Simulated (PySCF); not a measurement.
**SMILES COC(=O)c1cccs1, C6H6O2S**

Molfile (atoms numbered from 1):
```
C6H6O2S
     RDKit          3D

 15 15  0  0  0  0  0  0  0  0999 V2000
    2.9886   -0.0633    0.6630 C   0  0  0  0  0  0  0  0  0  0  0  0
    1.5981    0.1936    0.7240 O   0  0  0  0  0  0  0  0  0  0  0  0
    0.8234   -0.6046   -0.0226 C   0  0  0  0  0  0  0  0  0  0  0  0
    1.2485   -1.4950   -0.7145 O   0  0  0  0  0  0  0  0  0  0  0  0
   -0.5974   -0.2578    0.1071 C   0  0  0  0  0  0  0  0  0  0  0  0
   -1.6381   -0.8889   -0.5367 C   0  0  0  0  0  0  0  0  0  0  0  0
   -2.8961   -0.3259   -0.2130 C   0  0  0  0  0  0  0  0  0  0  0  0
   -2.7834    0.7222    0.6701 C   0  0  0  0  0  0  0  0  0  0  0  0
   -1.1594    1.0286    1.1112 S   0  0  0  0  0  0  0  0  0  0  0  0
    3.3632    0.0499   -0.3652 H   0  0  0  0  0  0  0  0  0  0  0  0
    3.2135   -1.0856    1.0016 H   0  0  0  0  0  0  0  0  0  0  0  0
    3.4661    0.6693    1.3237 H   0  0  0  0  0  0  0  0  0  0  0  0
   -1.4702   -1.7271   -1.2136 H   0  0  0  0  0  0  0  0  0  0  0  0
   -3.8489   -0.6746   -0.6126 H   0  0  0  0  0  0  0  0  0  0  0  0
   -3.5854    1.3322    1.0852 H   0  0  0  0  0  0  0  0  0  0  0  0
  1  2  1  0
  2  3  1  0
  3  4  2  0
  3  5  1  0
  5  6  2  0
  6  7  1  0
  7  8  2  0
  8  9  1  0
  9  5  1  0
  1 10  1  0
  1 11  1  0
  1 12  1  0
  6 13  1  0
  7 14  1  0
  8 15  1  0
M  END
```

Theory: PySCF, TDDFT CAM-B3LYP/aug-cc-pVDZ excited states, vertical, gas phase. Geometry: PBE0-D3(BJ)/def2-SVP.

Give the one- and two-photon strengths of the lowest singlets.

δ for parallel linear polarisation; σ at the peak of a Lorentzian of half width 0.1 eV, single beam; Ω is circular over linear.
| state | E (eV) | f | photon λ (nm) | δ (au) | σ (GM) | Ω | main |
| --- | --- | --- | --- | --- | --- | --- | --- |
| S1 | 5.05 | 0.233 | 491 | 128 | 1.20 | 0.89 | HOMO→LUMO 0.88 |
| S2 | 5.26 | 0.000 | 471 | <0.1 | 0.00 | – | HOMO−2→LUMO 0.86 |
| S3 | 5.36 | 0.102 | 463 | 33.3 | 0.35 | 1.17 | HOMO−1→LUMO 0.85 |
| S4 | 6.33 | 0.007 | 392 | 67 | 0.98 | 1.50 | HOMO→LUMO+1 0.78 |
| S5 | 6.58 | 0.001 | 377 | 31.9 | 0.51 | 1.50 | HOMO−1→LUMO+1 0.34, HOMO−1→LUMO+7 0.15 |
| S6 | 6.64 | 0.001 | 374 | 5.66 | 0.09 | 1.50 | HOMO→LUMO+7 0.33, HOMO→LUMO+3 0.25 |

Among these, the strongest one-photon state is S1, the strongest two-photon state S1, with a dipole change of 2.0 D (relaxed, norm of the difference vector).
